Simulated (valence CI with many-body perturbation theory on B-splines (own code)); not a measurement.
Energy levels of Fe IV

Computed by configuration interaction combined with many-body perturbation theory (CI+MBPT): five valence electrons over a frozen Dirac-Fock core [Ar], radial functions for each j: 7 s, 7 p, 8 d, 6 f, 4 g, 1 h, with the one-electron correlation potential Σ1 (screened to all orders), the two-electron term Σ2, the three-electron term Σ3, Breit, model QED; selected single and double excitations, second order for the rest (own B-spline code, finite nucleus).

Against 54 measured levels this calculation errs by 4258 cm⁻¹ on average and by 7832 at most. These come from a selection out of Corliss and Sugar, J. Phys. Chem. Ref. Data 11, 135 (1982). Levels without a partner in it may be off by more, other configurations by 1,000 to 8,000 cm⁻¹. Among the levels kept, up to 2000 cm⁻¹ of a level comes from second order outside the variational space, and about a tenth of that is noise between levels of different J, which matters for small intervals.

Levels 91 to 135 of 222, with energies above the lowest level, 3d5 6S_5/2. "Leading %" is the weight of the configuration and term that name the level; weights of strongly mixed levels are sums over their largest components and can fall short. In the jj column 3d3/2^4 stands for four electrons in 3d with j = 3/2. Lifetimes count E1, E2, E3, M1 and M2 decay at the calculated energies, and are blank where another channel may lead or the interval is too uncertain; long ones can be off by a factor of two.

| No. | Configuration | Term | J | E (cm⁻¹) | Leading % | Leading jj | Lifetime |
| --- | --- | --- | --- | --- | --- | --- | --- |
| 91 | 3d4 4p | 6P° | 5/2 | 182345 | 93 | 3d3/2^2 3d5/2^2 4p3/2 (27 %) | 255 ps |
| 92 | 3d4 4p | 6P° | 7/2 | 182575 | 96 | 3d3/2 3d5/2^3 4p1/2 (25 %) | 252 ps |
| 93 | 3d4 4p | 6F° | 11/2 | 182580 | 97 | 3d3/2 3d5/2^3 4p3/2 (44 %) | 1.47 ns |
| 94 | 3d4 4p | 4P° | 1/2 | 183253 | 76 | 3d3/2^3 3d5/2 4p1/2 (35 %) | 608 ps |
| 95 | 3d4 4s | 4F | 9/2 | 183688 | 97 | 3d3/2^2 3d5/2^2 4s (69 %) | 185 μs |
| 96 | 3d4 4s | 4P | 5/2 | 183704 | 97 | 3d3/2^2 3d5/2^2 4s (56 %) | 170 μs |
| 97 | 3d4 4s | 4F | 3/2 | 183751 | 97 | 3d3/2^2 3d5/2^2 4s (57 %) | 186 μs |
| 98 | 3d4 4s | 4F | 7/2 | 183785 | 96 | 3d3/2 3d5/2^3 4s (58 %) | 186 μs |
| 99 | 3d4 4s | 4F | 5/2 | 183789 | 96 | 3d3/2 3d5/2^3 4s (51 %) | 186 μs |
| 100 | 3d4 4p | 4P° | 3/2 | 183931 | 69 | 3d3/2^2 3d5/2^2 4p1/2 (37 %) | 576 ps |
| 101 | 3d4 4s | 4P | 3/2 | 184511 | 97 | 3d3/2 3d5/2^3 4s (68 %) | 169 μs |
| 102 | 3d4 4p | 4P° | 5/2 | 184872 | 60 | 3d3/2^2 3d5/2^2 4p3/2 (21 %) | 614 ps |
| 103 | 3d4 4s | 4P | 1/2 | 185003 | 97 | 3d3/2 3d5/2^3 4s (39 %) | 169 μs |
| 104 | 3d4 4p | 6D° | 1/2 | 185441 | 76 | 3d3/2^2 3d5/2^2 4p3/2 (36 %) | 920 ps |
| 105 | 3d4 4p | 6D° | 3/2 | 185583 | 73 | 3d3/2^2 3d5/2^2 4p3/2 (46 %) | 884 ps |
| 106 | 3d4 4p | 6D° | 5/2 | 185813 | 62 | 3d3/2 3d5/2^3 4p3/2 (34 %) | 784 ps |
| 107 | 3d4 4p | 6D° | 7/2 | 185832 | 94 | 3d3/2^2 3d5/2^2 4p3/2 (38 %) | 1.23 ns |
| 108 | 3d4 4p | 6D° | 9/2 | 186204 | 91 | 3d3/2 3d5/2^3 4p3/2 (28 %) | 1.17 ns |
| 109 | 3d4 4p | 4F° | 3/2 | 188048 | 96 | 3d3/2^2 3d5/2^2 4p3/2 (35 %) | 380 ps |
| 110 | 3d4 4p | 4F° | 5/2 | 188215 | 95 | 3d3/2^2 3d5/2^2 4p3/2 (42 %) | 379 ps |
| 111 | 3d4 4p | 4F° | 7/2 | 188438 | 94 | 3d3/2^2 3d5/2^2 4p3/2 (33 %) | 381 ps |
| 112 | 3d4 4p | 4F° | 9/2 | 188743 | 90 | 3d3/2 3d5/2^3 4p3/2 (33 %) | 388 ps |
| 113 | 3d4 4s | 2F | 7/2 | 189396 | 96 | 3d3/2^2 3d5/2^2 4s (56 %) | 188 μs |
| 114 | 3d4 4s | 2F | 5/2 | 189462 | 97 | 3d3/2 3d5/2^3 4s (47 %) | 184 μs |
| 115 | 3d4 4s | 2P | 3/2 | 189493 | 96 | 3d3/2^2 3d5/2^2 4s (46 %) | 204 μs |
| 116 | 3d4 4s | 2P | 1/2 | 190456 | 97 | 3d3/2 3d5/2^3 4s (56 %) | 203 μs |
| 117 | 3d4 4p | 4D° | 1/2 | 193584 | 95 | 3d3/2^2 3d5/2^2 4p3/2 (29 %) | 336 ps |
| 118 | 3d4 4p | 4D° | 3/2 | 193760 | 95 | 3d3/2^2 3d5/2^2 4p3/2 (43 %) | 337 ps |
| 119 | 3d4 4p | 4D° | 5/2 | 194016 | 95 | 3d3/2 3d5/2^3 4p3/2 (32 %) | 336 ps |
| 120 | 3d4 4s | 2G | 9/2 | 194091 | 97 | 3d3/2 3d5/2^3 4s (53 %) | 182 μs |
| 121 | 3d4 4s | 2G | 7/2 | 194127 | 97 | 3d3/2 3d5/2^3 4s (55 %) | 182 μs |
| 122 | 3d4 4p | 4D° | 7/2 | 194303 | 95 | 3d3/2 3d5/2^3 4p3/2 (28 %) | 336 ps |
| 123 | 3d4 4p | 4H° | 7/2 | 203728 | 95 | 3d3/2^2 3d5/2^2 4p1/2 (23 %) | 846 ps |
| 124 | 3d4 4p | 4H° | 9/2 | 203942 | 92 | 3d3/2^2 3d5/2^2 4p1/2 (32 %) | 861 ps |
| 125 | 3d4 4p | 4H° | 11/2 | 204249 | 91 | 3d3/2^2 3d5/2^2 4p1/2 (38 %) | 850 ps |
| 126 | 3d4 4p | 4H° | 13/2 | 204670 | 92 | 3d3/2 3d5/2^3 4p3/2 (33 %) | 812 ps |
| 127 | 3d4 4p | 4D° | 1/2 | 205553 | 93 | 3d3/2^4 4p1/2 (35 %) | 833 ps |
| 128 | 3d4 4p | 4D° | 3/2 | 206169 | 95 | 3d3/2^3 3d5/2 4p1/2 (22 %) | 783 ps |
| 129 | 3d4 4p | 4I° | 9/2 | 206436 | 88 | 3d3/2^2 3d5/2^2 4p1/2 (28 %) | 1.37 ns |
| 130 | 3d4 4p | 4I° | 11/2 | 206980 | 90 | 3d3/2^2 3d5/2^2 4p1/2 (29 %) | 1.37 ns |
| 131 | 3d4 4p | 4D° | 5/2 | 206992 | 65 | 3d3/2^2 3d5/2^2 4p1/2 (24 %) | 756 ps |
| 132 | 3d4 4p | 4G° | 5/2 | 207050 | 66 | 3d3/2^2 3d5/2^2 4p1/2 (23 %) | 841 ps |
| 133 | 3d4 4p | 4G° | 7/2 | 207054 | 57 | 3d3/2^2 3d5/2^2 4p1/2 (38 %) | 722 ps |
| 134 | 3d4 4p | 4G° | 9/2 | 207200 | 48 | 3d3/2^2 3d5/2^2 4p1/2 (27 %) | 645 ps |
| 135 | 3d4 4p | 4I° | 13/2 | 207504 | 92 | 3d3/2^2 3d5/2^2 4p3/2 (44 %) | 1.38 ns |

Names give the largest LS component (configuration and term), which can be under half, so a name can repeat, a term be missing and a line seem to break the LS rules; names also repeat where a configuration has a term twice.

Where two levels of one J and parity lie close, their mixing, g and order are uncertain.
